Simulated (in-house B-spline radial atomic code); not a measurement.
## RPBE excitations of the tellurium ion Te⁴⁺

Method: RPBE. Computed with an all-electron radial atomic-structure program (B-spline basis): linear response of the closed shell [Kr] 4d10 5s2 with the functional's adiabatic kernel; scalar-relativistic (spin-free one-electron X2C), finite nucleus, no spin-orbit coupling, no double excitations, S, P, D and F terms only; shells from n = 3 respond. Only terms of natural parity with L up to 3 were computed.

Command:
```bash
python run_td.py task.json out
```
Settings (radii: box in bohr, nucleus in fm):
```
Z                        52
electrons                48
configuration            [Kr] 4d10 5s2
hamiltonian              x2c
method                   rpbe,pbe
box_radius               19.1
rms_radius               4.7423
intervals                71
```

Run time, properties included: 2.7 s on 1 thread of Arm Neoverse N1, on a shared host.

The lowest states, in the order of their Tamm-Dancoff energies; the method's threshold (minus the highest occupied level) is 52.98 eV. Labels give the largest channel, * marks a mixed state, and oscillator strengths are full-response dipole values. Semilocal kernels can invert the small singlet-triplet splittings of Rydberg terms. Energies in eV:

```
     state  full response  Tamm-Dancoff  oscillator strength
5s → 5p 3P         10.265        10.388                    -
5s → 5p 1P         13.933        14.479                 1.59
5s → 5d 3D         26.025        26.060                    -
5s → 5d 1D              ?             ?                    -
5s → 6s 3S         29.177        29.185                    -
5s → 6s 1S         29.917        29.960                    -
5s → 4f 3F              ?             ?                    -
5s → 4f 1F          31.92         31.93                    -
5s → 6p 3P          33.21         33.22                    -
5s → 6p 1P          33.55         33.60               0.0504
```

Task: Where does 5s → 5d 1D lie?

Result: At 27.024 eV in full response, 27.050 eV in Tamm-Dancoff.

Task: Where does 5s → 4f 3F lie?

Result: At 31.00 eV in full response, 31.07 eV in Tamm-Dancoff.

Task: How large is the singlet-triplet splitting of 5s → 5p (P terms) in Tamm-Dancoff?

Result: 4.09 eV, from the unrounded values.

Task: What polarisabilities and dispersion coefficient does the method give?

Result: Dipole 7.705 bohr³, quadrupole 17.65 bohr⁵, C6 32.19 hartree·bohr⁶ for two such species.
